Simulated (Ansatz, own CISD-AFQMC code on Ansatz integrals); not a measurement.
H5NSi2, SMILES `[SiH2]=N[SiH3]` (charge 0, multiplicity 1).

Z-matrix (Å, degrees):
```
N
Si 1 1.5739
Si 1 1.6999 2 146.43
H 2 1.4799 1 121.37 3 -180.00
H 2 1.4872 4 112.10 1 -180.00
H 3 1.4887 1 109.71 2 -120.57
H 3 1.4887 6 108.28 1 119.71
H 3 1.4942 6 107.48 7 115.83
```
Charge 0, multiplicity 1.

Frozen-core correlation energies in cc-pVDZ at a geometry from PBE0-D3(BJ)/def2-TZVP, on an HF energy of -635.19718 Ha (<S^2> = 0.00). Wave-function levels are from Ansatz, the walk from an own CISD-AFQMC code on Ansatz integrals (time step 0.005/Ha, trial state from CCSD amplitudes, largest double 0.08).

| level | correlation energy (mHa) |
|---|---|
| MP2 | -366.2 |
| CCSD | -407.1 |
| CCSD(T) | -420.2 |

Q: What correlation energy does phaseless AFQMC give, and where does it lie among these levels?

A: -422.5 ± 0.4 mHa (one standard error). AFQMC minus each level: MP2 -56.3 mHa, CCSD -15.4 mHa, CCSD(T) -2.3 mHa.
